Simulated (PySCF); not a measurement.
Simulated outer-valence photoelectron spectrum of `[SiH3][O][GeH2][Cl]`. Method: EOM-IP-CCSD/aug-cc-pVDZ in PySCF, restricted Hartree–Fock reference, frozen core, non-relativistic, gas phase, PBE0-D3(BJ)/def2-SVP geometry.

Each root has a Gaussian of 0.8 eV full width with its one-hole share as area; cross sections and vibrations are left out, and the highest printed point is 100.

(ionisation energy (eV), intensity): (9.9, 0), (10.0, 0), (10.1, 1), (10.2, 2), (10.3, 4), (10.4, 8), (10.5, 14), (10.6, 22), (10.7, 32), (10.8, 44), (10.9, 57), (11.0, 70), (11.1, 81), (11.2, 90), (11.3, 96), (11.4, 100), (11.5, 100), (11.6, 97), (11.7, 90), (11.8, 80), (11.9, 67), (12.0, 54), (12.1, 42), (12.2, 33), (12.3, 28), (12.4, 29), (12.5, 34), (12.6, 42), (12.7, 53), (12.8, 62), (12.9, 68), (13.0, 69), (13.1, 64), (13.2, 56), (13.3, 46), (13.4, 36), (13.5, 29), (13.6, 26), (13.7, 28), (13.8, 34), (13.9, 43), (14.0, 53), (14.1, 61), (14.2, 66), (14.3, 66), (14.4, 61), (14.5, 52), (14.6, 41), (14.7, 30), (14.8, 21), (14.9, 13), (15.0, 7), (15.1, 4), (15.2, 2), (15.3, 1), (15.4, 0), (15.5, 0)

Q: Where are the maxima, and how many lines lie under the curve?

A: 3 maxima, at 11.5, 13.0 and 14.3 eV, from 8 lines. At this width some lines have no maximum of their own.

Q: List the lines with their holes.

A: 
| E (eV) | leading hole (HF orbital) | area | Koopmans (eV) |
| --- | --- | --- | --- |
| 11.02 | HOMO | 0.95 | 12.09 |
| 11.29 | HOMO-1 | 0.95 | 12.41 |
| 11.60 | HOMO-2 | 0.95 | 12.57 |
| 11.81 | HOMO-3 | 0.95 | 12.69 |
| 12.89 | HOMO-4 | 0.95 | 13.73 |
| 13.05 | HOMO-5 | 0.94 | 13.97 |
| 14.14 | HOMO-6 | 0.94 | 15.68 |
| 14.37 | HOMO-7 | 0.94 | 15.83 |

The widest gap, 1.09 eV, lies between 13.05 and 14.14 eV. Only orbitals with −ε under 21 eV, eight at most, were ionised, so the high end of the curve may lack lines.

Conformer computed: `[SiH3:1][O:2][GeH2:3][Cl:4]`: Si1–O2–Ge3–Cl4 -43°.

One conformer stands for the species.
